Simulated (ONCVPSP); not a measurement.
hydrogen (H): ONCV pseudisation with LDA (Perdew-Zunger), non-relativistic reference atom.

H (Z = 1), optimised norm-conserving Vanderbilt (ONCV), made with ONCVPSP 4.0.1 (LDA (Perdew-Zunger), non-relativistic). Core none, reference 1s0.5 (charge +0.5). Waves: 1s: rc 0.90 bohr, ncon 4, nbas 7, qcut 6.5 1/bohr, 2 projectors, debl 3.5 Ha; p scattering state at 0.42 Ha: rc 0.85 bohr, ncon 5, nbas 10, qcut 10.3 1/bohr, 2 projectors, debl 3.6 Ha. Local part: polynomial inside 0.55 bohr (lpopt 5, dvloc0 1 Ha). Core correction: none.

* Cutoffs needed: 20 Ha and 101 Ha (the cutoffs (Ha) at which the residual kinetic energy of the hardest occupied pseudo-wave falls to 1 and 0.1 mHa per electron)
* Ghost test: no bound ghost flagged; no localised positive-energy state flagged
